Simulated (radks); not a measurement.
Task: Successive ionisation energies (eV) of one element, from differences of total energies of ions in their ground configurations, starting at charge 0: 5.529, 10.150, 35.909, 47.359, 59.365, 71.857, 87.899, 101.60, 132.55, 147.69, 242.14, 269.92, 298.46, 327.73, 357.71, 388.39, 423.33, 455.59, 488.50, 522.05, 647.04, 682.17. Calculated with a radial shooting solver on a logarithmic mesh with Libxc functionals: Dirac Kohn-Sham, relativistic LDA (MacDonald-Vosko exchange, VWN5 correlation), spin-unpolarised, spherical densities, finite nucleus; open shells fill j = l - 1/2 first; Fermi nuclear charge, rms radius 4.8378 fm. Which element is it?

Result: Barium (Z = 56). The first species listed is Ba in [Xe] 6s2, the last Ba21+ in [Ar] 3d10 4s2 4p5.
